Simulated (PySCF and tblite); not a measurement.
Results of a calculation; reference values are marked as such.
C₈H₁₁NO, numbered as in [CH3:1][CH2:2][C@@:3]12[CH2:4][CH2:5][C@@H:6]([C:7]#[N:8])[C@@H:9]1[O:10]2.

Search: ETKDG and KDG, MMFF94s, GFN2-xTB, 90 starts; geometries at GFN2-xTB. Free energies are B3LYP-D3(BJ)/def2-SVP (IEF-PCM, acetonitrile) single points with GFN2-xTB rigid-rotor and vibrational terms (modes under about 100 cm⁻¹ blended into free rotors). Symmetry numbers and mirror images are counted. Conformers within 2.5 kcal/mol (GFN2-xTB free energy) were kept, 3 at most. Couplings: B3LYP/6-31G* with pcJ-1 on H (gas phase; spin-dipole term only for pairs with B, N, F, Si or P). Couplings are for ¹H. H–H couplings come out 0.1 to 0.9 Hz lower than with pcJ-1 on all atoms. Of two unlike H on one atom, a is the less shielded (wB97X-D/pcSseg-1 (IEF-PCM, acetonitrile)). Programs: PySCF with density fitting and tblite.

Torsions listed: C1–C2–C3–O10. The 5-ring runs over atoms 3–4–5–6–9.

| conformer | shape | weight % |
| --- | --- | --- |
| 1 | 5-ring envelope (ring torsions -30, 30, -19, 0, 18°); 39° | 38.7 |
| 2 | 5-ring envelope (ring torsions -30, 30, -19, 1, 18°); 144° | 31.6 |
| 3 | 5-ring envelope (ring torsions -29, 29, -18, 0, 18°); -81° | 29.7 |

Dihedral angles along the coupling paths:

| coupling | conformer | dihedral (°) |
| --- | --- | --- |
| ³J(H4a,H5b) | 1 | 87 |
| ³J(H4a,H5b) | 2 | 87 |
| ³J(H4a,H5b) | 3 | 87 |
| ³J(H4a,H5a) | 1 | -34 |
| ³J(H4a,H5a) | 2 | -34 |
| ³J(H4a,H5a) | 3 | -34 |
| ³J(H4b,H5b) | 1 | -35 |
| ³J(H4b,H5b) | 2 | -35 |
| ³J(H4b,H5b) | 3 | -35 |
| ³J(H4b,H5a) | 1 | -156 |
| ³J(H4b,H5a) | 2 | -156 |
| ³J(H4b,H5a) | 3 | -156 |
| ³J(H5b,H6) | 1 | -87 |
| ³J(H5b,H6) | 2 | -87 |

Problem. What are these vicinal couplings in each conformer, and averaged?

Solution. 
```json
{"coupling": "³J(H4a,H5b)", "conformer": "1", "dihedral (°)": "87", "J (Hz)": "0.3", "average (Hz)": "0.3"}
{"coupling": "³J(H4a,H5b)", "conformer": "2", "dihedral (°)": "87", "J (Hz)": "0.3", "average (Hz)": "0.3"}
{"coupling": "³J(H4a,H5b)", "conformer": "3", "dihedral (°)": "87", "J (Hz)": "0.3", "average (Hz)": "0.3"}
{"coupling": "³J(H4a,H5a)", "conformer": "1", "dihedral (°)": "-34", "J (Hz)": "8.9", "average (Hz)": "8.9"}
{"coupling": "³J(H4a,H5a)", "conformer": "2", "dihedral (°)": "-34", "J (Hz)": "8.8", "average (Hz)": "8.9"}
{"coupling": "³J(H4a,H5a)", "conformer": "3", "dihedral (°)": "-34", "J (Hz)": "8.9", "average (Hz)": "8.9"}
{"coupling": "³J(H4b,H5b)", "conformer": "1", "dihedral (°)": "-35", "J (Hz)": "8.9", "average (Hz)": "9.0"}
{"coupling": "³J(H4b,H5b)", "conformer": "2", "dihedral (°)": "-35", "J (Hz)": "9.0", "average (Hz)": "9.0"}
{"coupling": "³J(H4b,H5b)", "conformer": "3", "dihedral (°)": "-35", "J (Hz)": "9.0", "average (Hz)": "9.0"}
{"coupling": "³J(H4b,H5a)", "conformer": "1", "dihedral (°)": "-156", "J (Hz)": "11.0", "average (Hz)": "11.0"}
{"coupling": "³J(H4b,H5a)", "conformer": "2", "dihedral (°)": "-156", "J (Hz)": "10.9", "average (Hz)": "11.0"}
{"coupling": "³J(H4b,H5a)", "conformer": "3", "dihedral (°)": "-156", "J (Hz)": "10.9", "average (Hz)": "11.0"}
{"coupling": "³J(H5b,H6)", "conformer": "1", "dihedral (°)": "-87", "J (Hz)": "0.4", "average (Hz)": "0.4"}
{"coupling": "³J(H5b,H6)", "conformer": "2", "dihedral (°)": "-87", "J (Hz)": "0.4", "average (Hz)": "0.4"}
```

For its torsions the set is small; conformers may be missing.
